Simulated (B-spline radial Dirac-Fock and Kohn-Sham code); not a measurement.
Successive ionisation energies of tin: Dirac-Fock against NIST

Calculated with a radial atomic solver, using Dirac-Fock ΔSCF + Breit + QED. Each value is the difference of the configuration-average energies of two neighbouring ions in their tabulated ground configurations. Correlation energy is missing from these numbers. NIST's values refer to the lowest levels; many for high charge states are themselves semi-empirical or theoretical. Where a p, d or f shell is open in either ion the computed value averages over both j values and all terms, while the table refers to the lowest levels; that difference holds spin-orbit splitting (largest in heavy or highly charged ions), term energies where several electrons share open shells, and correlation, and it can reach 10 % or more.

| ion | configuration | computed (eV) | NIST (eV) | kind | NIST − computed (eV) |
| --- | --- | --- | --- | --- | --- |
| Sn¹⁹⁺ | [Ar] 3d10 4s2 4p1 | 529.9 | 537 ± 4 | theoretical | +7.10 |
| Sn²⁰⁺ | [Ar] 3d10 4s2 | 607.2 | 608 ± 4 | theoretical | +0.77 |
| Sn²¹⁺ | [Ar] 3d10 4s1 | 641.0 | 642.35 ± 0.22 | semi-empirical | +1.37 |
| Sn²²⁺ | [Ar] 3d10 | 1131.1 | 1127 ± 4 | theoretical | -4.15 |
| Sn²³⁺ | [Ar] 3d9 | 1203.2 | 1195 ± 4 | theoretical | -8.23 |
| Sn²⁴⁺ | [Ar] 3d8 | 1276.9 | 1269 ± 4 | theoretical | -7.93 |
| Sn²⁵⁺ | [Ar] 3d7 | 1352.2 | 1347 ± 4 | theoretical | -5.22 |
| Sn²⁶⁺ | [Ar] 3d6 | 1429.1 | 1421 ± 4 | theoretical | -8.09 |
| Sn²⁷⁺ | [Ar] 3d5 | 1507.5 | 1508 ± 4 | theoretical | +0.45 |
| Sn²⁸⁺ | [Ar] 3d4 | 1587.6 | 1596 ± 4 | theoretical | +8.42 |
| Sn²⁹⁺ | [Ar] 3d3 | 1669.2 | 1676 ± 4 | theoretical | +6.83 |

Question: Where in this range is the largest relative jump, and why?

Answer: From Sn²¹⁺ (641.0 eV) to Sn²²⁺ (1131.1 eV), a factor of 1.76. The configuration goes from [Ar] 3d10 4s1 to [Ar] 3d10, so the next electron comes out of a deeper subshell.
